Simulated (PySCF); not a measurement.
How methods differ on the ionisation energy of Kr²⁰⁺

Kr²⁰⁺ [Ne] 3s2 3p4 (3P) → Kr²¹⁺ [Ne] 3s2 3p3 (4S), as a difference of total energies. Computed with PySCF 2.14 in an uncontracted even-tempered set (19 s from 1.7 bohr⁻², ratio 2.5; 12 p from 2.2 bohr⁻², ratio 2.5; 5 d from 12 bohr⁻², ratio 2.7; 4 f from 18 bohr⁻², ratio 2.7), with the spin-free X2C one-electron Hamiltonian (Gaussian nucleus). Correlated levels: outer shells: 1s2 frozen; virtual orbitals above 40 to 60 times the deepest correlated orbital energy dropped. The calculations carry no spin-orbit coupling.

```tsv
method	ionisation energy (eV)
UHF	880.58
LDA	882.97
PBE	883.09
PBE0	882.93
r2SCAN	882.78
M06	882.76
BHandHLYP	882.65
MP2 (outer shells)	881.60
SCS-MP2 (outer shells)	881.62
```

Question: How much does correlation contribute at MP2 (outer shells)?

Answer: 881.60 − (880.58) = 1.02 eV, measured against UHF.

Spin-orbit coupling is strong in these open shells (close to jj coupling). The scalar numbers leave it out and a first-order estimate fails, so it can dominate the gap to the real levels.

Breit and QED terms and the two-electron picture change are absent.

For comparison: 882.8 ± 1.3 eV (semi-empirical (NIST evaluation); NIST Atomic Spectra Database, ionization energies).
